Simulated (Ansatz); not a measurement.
The pair A = HF (SMILES F) (first 2 atoms), B = HI (SMILES I); geometry from B3LYP-D3(BJ)/def2-TZVP.
(charge 0, multiplicity 1):
```
atom    x (Å)    y (Å)    z (Å)
----  -------  -------  -------
F     -0.0701   0.4750  -0.2412
H      0.0048   0.0346   0.5765
I      0.2129  -1.0362   2.9820
H      0.1742   0.4361   3.6486
```

Correlated levels freeze the cores. Filled d and f shells under p-block atoms count as core.

Codes used: Ansatz (Gaussian basis) for Hartree–Fock, density functionals and correlated methods. Values without a source in brackets are computed. In def2 rows elements past Kr take small-core potentials, without spin–orbit coupling.

The counterpoise-corrected interaction energy is E(AB) − E(A in the pair's basis) − E(B in the pair's basis). Total energies (hartree):

```
level                          AB  A in the pair's basis  B in the pair's basis
-------------------  ------------  ---------------------  ---------------------
HF/def2-TZVPPD       -397.3093398           -100.0654411           -297.2427703
CCSD(T)/def2-TZVPPD  -397.7709092           -100.3481882           -297.4194770
HF/def2-QZVPPD       -397.3146047           -100.0694615           -297.2439756
CCSD(T)/def2-QZVPPD  -397.8188940           -100.3754810           -297.4397512
```

### Question
Work out the counterpoise-corrected interaction energy at the basis-set limit: extrapolate the CCSD(T) correlation part as X⁻³, take Hartree–Fock from the larger set.

### Answer

1. Differences (1 hartree = 627.509 kcal/mol): HF/def2-TZVPPD -0.708; CCSD(T)/def2-TZVPPD -2.036; HF/def2-QZVPPD -0.733; CCSD(T)/def2-QZVPPD -2.298.
2. Correlation parts, CCSD(T) less HF: -1.328 in def2-TZVPPD (X = 3), -1.565 in def2-QZVPPD (X = 4).
3. Limit (4³·(-1.565) − 3³·(-1.328))/(4³ − 3³) = -1.738; with HF/def2-QZVPPD it gives -2.471.
Result: -2.47 kcal/mol, against -2.04 at CCSD(T)/def2-TZVPPD. It is an estimate of this method's limit, not of the exact value.

Ansatz is a first-principles code.
